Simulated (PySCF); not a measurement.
Level of theory: TPSSh-D3(BJ)/def2-TZVP // CAM-B3LYP-D3(BJ)/def2-TZVP run with PySCF 2.14.0. Gas-phase values, no solvent. Delta-SCF ions had no search for a lower state. 

Reference species (SMILES): `O=CC#N` (neutral, multiplicity 1).

```json
{
 "S1 oscillator strength": "0.000",
 "dipole_moment": "2.40 D",
 "vertical ionisation energy (Delta-SCF)": "11.60 eV"
}
```

Changed species: `O=c1cn1`.

**Question.** Give the shifts of the S1 oscillator strength, dipole moment and vertical ionisation energy (Delta-SCF).

**Answer.** the S1 oscillator strength hardly moves; the dipole moment rises by 1.13 D, to 3.53 D; the vertical ionisation energy (Delta-SCF) drops by 1.57 eV, to 10.03 eV.
